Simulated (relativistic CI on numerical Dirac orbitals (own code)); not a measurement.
**Slater and spin-orbit integrals, Rh VI**

Method of calculation: Dirac-Coulomb-Breit CI, KLI orbitals optimised for each configuration, model QED, valence Slater integrals scaled by 0.85, P86 correlation energy added to each configuration (own radial code, finite nucleus).

Slater integrals F^k, G^k are unscaled and averaged over j, outside the closed core [Ar] 3d10; ζ comes from projecting the Hamiltonian with its Breit term on Σ l·s of the shell.

- 4s²4p⁶4d⁴: F^2(4d,4d) = 80704, F^4(4d,4d) = 53596, ζ(4d) = 1659.8 cm⁻¹; <r>(4d) = 1.259, <r^2>(4d) = 1.832 (bohr units).
- 4s²4p⁶4d³5s: F^2(4d,4d) = 82137, F^4(4d,4d) = 54622, ζ(4d) = 1761.7, G^2(4d,5s) = 17369 cm⁻¹; <r>(4d) = 1.237, <r^2>(4d) = 1.77, <r>(5s) = 2.157, <r^2>(5s) = 5.19 (bohr units).
- 4s²4p⁶4d³4f: F^2(4d,4d) = 81831, F^4(4d,4d) = 54395, ζ(4d) = 1758.4, F^2(4d,4f) = 47983, F^4(4d,4f) = 29036, G^1(4d,4f) = 54394, G^3(4d,4f) = 32686, G^5(4d,4f) = 22737, ζ(4f) = -47.652 cm⁻¹; <r>(4d) = 1.241, <r^2>(4d) = 1.783, <r>(4f) = 2.169, <r^2>(4f) = 5.58 (bohr units).

Question: Give the Racah parameters of the d shell in 4s²4p⁶4d⁴.

Answer: B = F²/49 − 5F⁴/441 = 1039 cm⁻¹ and C = 35F⁴/441 = 4254 cm⁻¹.

In this model ζ of a weakly bound d, f or g electron outside closed shells comes out too small, for d by up to a factor of two or three and at times with the wrong sign; that of an outer p electron is too small as well.

Averages of the first 10 configurations, taken without configuration mixing, which lowers the lowest level and can move excited configurations by several eV; other configurations of the list can lie among them:

```
Configuration  Parity  States  Average energy above the lowest level (eV)
    4s²4p⁶4d⁴    even     210                                         3.9
  4s²4p⁶4d³5s    even     240                                        24.4
  4s²4p⁶4d³4f     odd    1680                                        47.6
  4s²4p⁶4d³5p     odd     720                                        33.8
    4s²4p⁵4d⁵     odd    1512                                        56.3
  4s²4p⁶4d³5d    even    1200                                        47.1
  4s²4p⁶4d³6s    even     240                                        51.2
  4s²4p⁶4d³6p     odd     720                                        55.1
4s²4p⁶4d²5s5p     odd     540                                        56.5
     4s4p⁶4d⁵    even     504                                        94.5
```
